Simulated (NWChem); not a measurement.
C2H9N2 cation; SMILES NCC[NH3+]

```xyz
13

N     -0.2188    -1.9004    -0.0221
C      0.4913    -0.6551    -0.0566
C     -0.5353     0.4686     0.0481
N      0.1120     1.8250     0.0166
H     -0.4817    -2.2346    -0.9451
H      0.3012    -2.6365     0.4443
H      1.1706    -0.5980     0.8110
H      1.1236    -0.4961    -0.9573
H     -1.2493     0.4386    -0.7873
H     -1.0989     0.3907     0.9875
H     -0.5788     2.5843     0.0705
H      0.7646     1.9515     0.8019
H      0.6547     1.9659    -0.8463
```
Atoms are numbered in this order, from 1.

Results from NWChem. Coordinates come from a PBE0/def2-SVP optimisation. Level: PBE/def2-SVP with SMD (1 M gas to 1 M solution), gas-phase geometry. Reactions with the solvent are ignored.

Q: Order these by “cavity-dispersion-structure term (kcal/mol)”, lowest first: anisole; water; ethylene glycol; ethanol.

A: ethanol (0.1), anisole (0.8), ethylene glycol (1.8), water (2.5)
